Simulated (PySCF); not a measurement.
Two-component Hartree-Fock for Cu⁹⁺ (copper, charge +9)

Start: [Ar] 3d2; 3d3/2 filled at m_j = +1/2, +3/2. Calculated with PySCF 2.14 in an even-tempered Gaussian basis (17 s from 0.53 bohr⁻², ratio 2.8; 12 p from 0.69 bohr⁻², ratio 2.8; 8 d from 0.69 bohr⁻², ratio 2.8; 4 f from 2.3 bohr⁻², ratio 3): generalised Hartree-Fock with the X2C-1e Hamiltonian and a Gaussian nucleus; one run each with spin-orbit coupling (SO) switched off, then screened by Boettger's factors.

```csv
spinor shell,electrons,"ε, spin-free (eV)","ε, screened SO (eV)",weight of nominal j (screened SO),"rms radius, screened SO (bohr)"
1s1/2,2,-9287.0,-9286.8,1.000,0.0602
2s1/2,2,-1378.4,-1378.3,1.000,0.254
2p1/2,2,-1218.6,-1233.8,0.992,0.226
2p3/2,4,-1218.6,-1211.1,0.996,0.228
3s1/2,2,-354.59,-354.56,1.000,0.702
3p1/2,2,-301.36,-308.63,0.696,0.711
3p3/2,4,-301.36,-297.74,0.848,0.719
3d3/2,2,-233.29,-233.43,0.790,0.701
```

```tsv
quantity	spin-free	screened SO
E (hartree)	-1623.81916	-1623.87468
M_J	2	2
⟨J²⟩	8.003	7.355
⟨L²⟩	12.003	11.928
⟨S²⟩	2.001	1.975
```

The determinant has a definite M_J but mixes levels of different J.

Each row is a mean over spinors that exchange with the open shell spreads, by up to 7.095 eV (3p1/2).

Rows whose weight is well below 1 are mixtures of j = l ± 1/2: exchange outweighs spin-orbit coupling there, and the label is only the starting occupation.

Without spin-orbit coupling the j labels of p, d and f shells carry no meaning; the spin-free column gives the mean over the occupied spinors of each nl shell, and its ⟨J²⟩ belongs to a mixture of degenerate components.
